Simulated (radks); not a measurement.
Results of a calculation; reference values are marked as such.
Valence configurations of the samarium ion Sm2+ (all share [Xe]). Code: a radial shooting solver on a logarithmic mesh with Libxc functionals. Model: Dirac Kohn-Sham, LDA (Slater exchange, Perdew-Wang correlation), spin-unpolarised, spherical densities, point nucleus; open shells fill j = l - 1/2 first. Energies are relative to 4f6; eigenvalues in eV.

| valence | E (eV) | e(4f5/2) | e(5d3/2) | e(6p1/2) | e(6s1/2) |
|---|---|---|---|---|---|
| 4f6 | 0.000 | -16.093 | - | - | - |
| 4f5 5d1 | 4.170 | -21.830 | -15.483 | - | - |
| 4f5 6p1 | 9.154 | -25.480 | - | -12.601 | - |
| 4f5 6s1 | 5.154 | -24.513 | - | - | -16.076 |
| 4f4 5d2 | 13.015 | -28.500 | -17.015 | - | - |
| 4f3 5d2 6p1 | 34.570 | -39.849 | -21.320 | -13.495 | - |
| 4f3.5 5d2.5 | 19.467 | -32.116 | -17.764 | - | - |
| 4f3.5 5d1.5 6s1 | 21.776 | -35.060 | -19.768 | - | -17.075 |
| 4f3.5 5d1.5 6p1 | 26.075 | -36.000 | -20.525 | -13.295 | - |
| 4f4 5d1 6p1 | 19.067 | -32.310 | -19.724 | -13.081 | - |

NIST lists [Xe] 4f6 as the ground configuration; this level of theory agrees among the configurations tried. The energies are those of spherical spin-averaged densities, not of single terms.
